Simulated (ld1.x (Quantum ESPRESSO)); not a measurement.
# Logarithmic derivatives: indium, TM

- Element: indium
- Generator: ld1.x (Quantum ESPRESSO) 7.5
- Type: norm-conserving Troullier–Martins (Kleinman–Bylander form)
- Functional: PBEsol
- Relativity: fully relativistic
- Frozen core: [Kr]
- Valence charge: 13
- Reference configuration: 4d10 5s2 5p0 (charge +1)
- Partial waves: 5s (bound): rc 1.75 bohr; 5p (bound, empty): rc 2.90 bohr; 4d (bound): rc 1.85 bohr
- Local potential: all-electron potential smoothed inside 2.25 bohr (lloc = -1)
- Core correction: Bessel-smoothed model core, default radius (core density twice the valence density)

Open shells are filled in proportion to 2j + 1 (rel_dist='average').

The phase is arctan(r·u′/u) with u = r·R(r), unwrapped; energies in Ry, scanned from -4 to 5 Ry. A pole is an energy at which the radial function vanishes at the test radius. The pseudo phase is shifted by a multiple of π to meet the all-electron one at the reference energy, and phase errors are pseudo minus all-electron; the curves can meet again beyond the range given. Levels narrower than the energy grid can be missing from the lists of poles.

Task: For each channel, where are the poles, and over which energies does the pseudopotential scatter like the atom?

Result:

```json
{"channel": "s", "radius (bohr)": "3.16", "reference energy (Ry)": "-1.10", "poles, all-electron": "-0.48, 4.86", "poles, pseudo": "-0.50, 0.99", "unbroken range about the reference energy with phases within 0.05 rad": "below 0.2", "phase error 1 Ry above the reference energy (rad)": "-0.017"}
{"channel": "p1/2", "radius (bohr)": "3.16", "reference energy (Ry)": "-0.64", "poles, all-electron": "0.36", "poles, pseudo": "0.33, 3.35", "unbroken range about the reference energy with phases within 0.05 rad": "below 1.2", "phase error 1 Ry above the reference energy (rad)": "-0.009"}
{"channel": "p3/2", "radius (bohr)": "3.16", "reference energy (Ry)": "-0.61", "poles, all-electron": "0.48", "poles, pseudo": "0.43, 3.24", "unbroken range about the reference energy with phases within 0.05 rad": "below 1.2", "phase error 1 Ry above the reference energy (rad)": "-0.010"}
{"channel": "d3/2", "radius (bohr)": "3.16", "reference energy (Ry)": "-1.95", "poles, all-electron": "-1.93, 2.13", "poles, pseudo": "-1.93, 2.35", "unbroken range about the reference energy with phases within 0.05 rad": "below 0.0", "phase error 1 Ry above the reference energy (rad)": "+0.003"}
{"channel": "d5/2", "radius (bohr)": "3.16", "reference energy (Ry)": "-1.89", "poles, all-electron": "-1.86, 2.16", "poles, pseudo": "-1.86, 2.38", "unbroken range about the reference energy with phases within 0.05 rad": "below 0.0", "phase error 1 Ry above the reference energy (rad)": "+0.003"}
```

Phases in the s channel:

```csv
E (Ry),all-electron,pseudo
-4.00,1.381,1.380
-3.52,1.360,1.360
-3.04,1.331,1.330
-2.56,1.283,1.282
-2.08,1.187,1.185
-1.60,0.851,0.846
-1.12,-0.997,-0.997
-0.64,-1.514,-1.518
-0.16,-1.652,-1.667
0.32,-1.746,-1.815
0.80,-1.858,-4.305
1.28,-2.080,-4.871
1.76,-2.845,-5.084
2.24,-4.066,-5.678
2.72,-4.422,-7.092
3.20,-4.552,-7.536
3.68,-4.620,-7.679
4.16,-4.665,-7.751
4.64,-4.699,-7.796
```
